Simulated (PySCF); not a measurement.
Ge(Et)(OH)3 (C2H8GeO3), SMILES C[CH2][Ge]([OH])([OH])[OH].

Coordinates come from a B3LYP-D3(BJ)/def2-SVP optimisation. Other conformers were not sampled.

Two levels are set side by side: TDA-PBE/def2-SVPD (PySCF) and TDA-ωB97X/def2-SVPD (PySCF). Vertical, same geometry. The lowest singlet is HOMO→LUMO 95 % with PBE and HOMO→LUMO 55 %, HOMO−1→LUMO 17 % with the other functional; states are paired by order. Differences are taken from unrounded values.

| quantity | TDA-ωB97X | TDA-PBE | TDA-PBE minus TDA-ωB97X |
|---|---|---|---|
| lowest singlet excitation (eV) | 7.67 | 6.01 | -1.65 |
| lowest triplet excitation (TDA) (eV) | 7.17 | 5.70 | -1.47 |
| first bright state (f over 0.05) (eV) | 7.67 | 6.01 | -1.65 |
| its oscillator strength | 0.14 | 0.09 | -0.05 |

Functionals without exact exchange tend to place singlet excitations lower, as here. Differences between two approximate levels are no errors against the true value.

Rough cost on one machine, each run with all the roots and properties that it gave: TDA-ωB97X against TDA-PBE about 5 times.
